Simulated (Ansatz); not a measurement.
Two structures of ZnSiH₅Cl, singlet, reached by relaxing down either side of one saddle point (PBE0-D4/def2-TZVP). Energies are electronic, without zero-point energy. Program: Ansatz 0.2.0. Basis: def2-TZVPP and def2-QZVPP. Cores are frozen in the correlated methods. The 3s and 3p shells of Cu and Zn are frozen; filled d shells are correlated. Extrapolation: Hartree–Fock as exp(−7.88 √X), correlation as X^−2.97. First:

```tsv
atom	x (Å)	y (Å)	z (Å)
Zn1	-0.4718	-0.6348	-1.0173
Si2	1.1522	-0.7143	0.6777
Cl3	-1.9305	-0.5838	-2.5540
H4	-1.4323	2.1475	0.1523
H5	-1.8586	1.9682	-0.4356
H6	0.5122	-0.9328	2.0034
H7	1.9067	0.5672	0.7330
H8	2.1222	-1.8173	0.4405
```

Second:

```json
{"atom": "Zn1", "x (Å)": "-0.4559", "y (Å)": "-2.4066", "z (Å)": "-1.7209"}
{"atom": "Si2", "x (Å)": "0.9189", "y (Å)": "0.1333", "z (Å)": "0.8129"}
{"atom": "Cl3", "x (Å)": "-2.6791", "y (Å)": "0.8651", "z (Å)": "-1.3157"}
{"atom": "H4", "x (Å)": "0.4839", "y (Å)": "0.8583", "z (Å)": "-0.4148"}
{"atom": "H5", "x (Å)": "-1.4409", "y (Å)": "0.8374", "z (Å)": "-0.9794"}
{"atom": "H6", "x (Å)": "-0.2453", "y (Å)": "-0.5913", "z (Å)": "1.3791"}
{"atom": "H7", "x (Å)": "1.4270", "y (Å)": "1.1264", "z (Å)": "1.7924"}
{"atom": "H8", "x (Å)": "1.9914", "y (Å)": "-0.8227", "z (Å)": "0.4464"}
```

**Question.** Which bonds change from the first to the second?

**Answer.** ZnSiH₃Cl ([SiH3][Zn][Cl]) + H₂ → SiH₄ + HCl + Zn; bonds formed: Si2–H4, Cl3–H5; bonds broken: Zn1–Si2, Zn1–Cl3, H4–H5.

**Question.** Give the saddle point's structure and its height above each. (To be estimated.)

**Answer.** By the calculation: 70.08 kcal/mol above the first and 41.88 kcal/mol above the second (CCSD(T) at an estimated basis limit (MP2 extrapolated from triple and quadruple zeta, plus CCSD(T) − MP2 in triple zeta)).
Zn1  (-0.352, -1.257, -1.432)
Si2  (0.803, -0.180, 0.650)
Cl3  (-2.214, 0.463, -1.757)
H4  (-0.405, 0.813, -0.053)
H5  (-1.195, 0.821, -0.651)
H6  (-0.064, -0.622, 1.772)
H7  (1.493, 1.109, 0.940)
H8  (1.935, -1.148, 0.530)
(Å)

The search had been set up for a four-centre ligand exchange (forming Zn1–H5, Si2–H4, breaking Zn1–Si2, H4–H5); from that guess it ended on this step instead.

The T1 diagnostic stays at or below 0.016. The restricted Hartree–Fock reference is unstable towards an unrestricted one at one or more of these structures.

Labels in which every atom is bracketed show which atoms are joined, not bond orders.

For scale, one of the runs: CCSD(T)/def2-TZVPP, 218 basis functions, launched by `ansatz run in.yaml --threads 4 --pin off --events-out ev --progress --plain --max-ram 9574MiB`. Hardware: 4 CPU threads of an Intel Xeon, shared host. Wall time 100 s; peak host memory 3 GiB.
